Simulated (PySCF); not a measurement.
How methods differ on the excitation energy of Mo²⁺

Mo²⁺ [Kr] 4d4 (5D) → Mo²⁺ [Kr] 4d3 5s1 (5F), as a difference of total energies. All numbers are calculated (PySCF 2.14, scalar relativity through the core potential, in aug-cc-pVDZ-PP with ECP28MDF (5s5p4d2f, 54 functions)). Correlated levels: valence: 4s2 4p6 frozen. The calculations carry no spin-orbit coupling.

| method | excitation energy (cm⁻¹) |
| --- | --- |
| UHF | 32688 |
| MP2 (valence) | 33541 |
| SCS-MP2 (valence) | 32972 |
| CCSD (valence) | 33524 |
| CCSD(T) (valence) | 33525 |
